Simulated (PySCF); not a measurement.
# Excitation energy of B by level of theory

B [He] 2s2 2p1 (2P) → B [He] 2s1 2p1 3s1 (4P), as a difference of total energies. All numbers are calculated (PySCF 2.14, the spin-free X2C one-electron Hamiltonian (Gaussian nucleus), in aug-cc-pCVTZ-DK (7s6p4d2f, 59 functions)). Correlated levels: valence: 1s2 frozen; valence and next inner shell: nothing frozen. The calculations carry no spin-orbit coupling.

```json
{"method": "UHF", "excitation energy (eV)": "8.078"}
{"method": "LDA", "excitation energy (eV)": "9.279"}
{"method": "PBE", "excitation energy (eV)": "9.196"}
{"method": "PBE0", "excitation energy (eV)": "9.179"}
{"method": "r2SCAN", "excitation energy (eV)": "9.089"}
{"method": "PBEsol", "excitation energy (eV)": "9.143"}
{"method": "M06", "excitation energy (eV)": "9.300"}
{"method": "BP86", "excitation energy (eV)": "9.330"}
{"method": "B97-3", "excitation energy (eV)": "9.423"}
{"method": "MP2 (valence)", "excitation energy (eV)": "9.140"}
{"method": "SCS-MP2 (valence)", "excitation energy (eV)": "9.418"}
{"method": "MP2 (valence and next inner shell)", "excitation energy (eV)": "9.166"}
{"method": "SCS-MP2 (valence and next inner shell)", "excitation energy (eV)": "9.440"}
```

Task: How much does correlation contribute at MP2 (valence and next inner shell)?

Result: 9.166 − (8.078) = 1.088 eV, measured against UHF.

The upper state lies above the first ionisation limit, but in LS coupling its spin forbids autoionisation to the ground ion. A Rydberg-like electron needs more diffuse functions than a valence basis has.

The promoted electron is Rydberg-like, and one or two diffuse shells describe it only roughly, which tends to raise the upper state.
